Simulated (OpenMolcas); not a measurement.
# What dynamic correlation does to the levels of Fe VI

```
Program             : OpenMolcas
Basis               : ANO-RCC-VTZP [6s5p3d2f1g]
Scalar Hamiltonian  : DKH2, point nucleus
Active space        : 3 electrons in 5 orbitals (3d)
State averaging     : 2S+1 = 4 even, 10 roots; 2S+1 = 2 even, 40 roots kept (CI in the orbitals of an earlier block)
Spin-orbit coupling : state interaction with AMFI integrals over the reference wave functions, term energies averaged over their components
```

Methods on the same reference wave functions:
A. CASSCF
B. SS-CASPT2, IPEA 0.25 Eh, imaginary shift 0.1 Eh (closed shells correlated: 3s 3p)
C. MS-CASPT2, IPEA 0.25 Eh, imaginary shift 0.1 Eh (closed shells correlated: 3s 3p)

Energies in cm-1 above 3d3 4F 3/2, the measured ground level; measured values from Corliss and Sugar, J. Phys. Chem. Ref. Data 11, 135 (1982).

| Level | A | B | C | Measured |
| --- | --- | --- | --- | --- |
| 3d3 4F 3/2 | 0.0 | 0.0 | 0.0 | 0.0 |
| 3d3 4F 5/2 | 539 | 544 | 544 | 511 |
| 3d3 4F 7/2 | 1268 | 1275 | 1275 | 1188 |
| 3d3 4F 9/2 | 2163 | 2170 | 2170 | 2001 |
| 3d3 4P 1/2 | 23249 | 19610 | 19600 | 18738 |
| 3d3 4P 3/2 | 23444 | 19820 | 19790 | 18942 |
| 3d3 2G 7/2 | 23904 | 21300 | 21300 | 20616 |
| 3d3 4P 5/2 | 24113 | 20460 | 20460 | 19611 |
| 3d3 2G 9/2 | 24633 | 22040 | 22050 | 21315 |
| 3d3 2P 1/2 | 31546 | 29020 | 27590 | 26496 |
| 3d3 2H 9/2 | 31660 | 29360 | 29740 | 28724 |
| 3d3 2H 11/2 | 32192 | 29890 | 30290 | 29203 |
| 3d3 2D 5/2(1) | 35022 | 29860 | 29860 | 28484 |
| 3d3 2F 7/2 | 54298 | 48010 | 48010 | 46217 |
| 3d3 2F 5/2 | 54619 | 48330 | 48330 | 46604 |
| 3d3 2D 5/2(2) | 84868 | 75370 | 75370 | 71708 |
| 3d3 2D 3/2(2) | 85250 | 75750 | 75740 | 72049 |

Deviations, from unrounded energies. A percentage is the sum of absolute deviations over the sum of measured energies, with the sign that they share, or ± where signs differ.

```tsv
Against measurement	Levels	A	B	C
mean absolute deviation (cm-1)	16	5000	1300	1200
fine structure of the ground term (%)	3	+7.3	+7.7	+7.7
other terms of the ground configuration (%)	13	+17.8	+4.5	+4.3
```

B, C lie about equally close to measurement and A furthest from it. The largest miss of C in the table is 3d3 2D 3/2(2), by +3700 cm-1. The ranking rests on the paired levels alone, and a cruder setting can come out closer through cancelling errors.

Between B and C the level of the table that moves most is 3d3 2P 1/2, by 1400 cm-1 (lowest in C, highest in B). Moves below CASPT2's spread within the term are not significant.

The mean deviations of B to C differ by less than CASPT2's widest spread within a term (1000 cm-1), so their order carries little weight.

From A to B the spin-free energies of the other terms of 3d3 shown, above 4F, scale by factors of 0.84 to 0.92, as is usual when dynamic correlation screens the repulsion within a d or f shell.

The lowest spin-free term lies below A's lowest term by 0.296 hartree in B, 0.296 hartree in C.

CASPT2 does not keep the components of a term degenerate, so their means are used; among the terms shown or strongly mixed into the levels shown the widest spread is 1000 cm-1 (3d3 4F, C). Terms from blocks run as CI alone lack orbitals of their own. Without dynamic correlation excited terms often stand tens of per cent too high (terms of higher spin than the ground term too low), and those without a measured partner can miss by more than the paired ones (holds for A). The CASPT2 spread within a term exceeds the gap to the next term for 3d3 2P and 3d3 2D(1), 3d3 2D(1) and 3d3 2H, so the order of their levels is uncertain, and so are names and mixing where such terms share a J (holds for B). Measured partners are found by configuration, term and J. A level has none where our copy of the source lacks it or the pairing is in doubt (some pairs that miss far off the trend of their configuration count as doubtful), and it then counts in no deviation. Only configurations of the active space appear. Levels that lie high or do not pair safely by name in every column are left out.

A number in round brackets counts repeated terms of one configuration in the order of the reference energies.
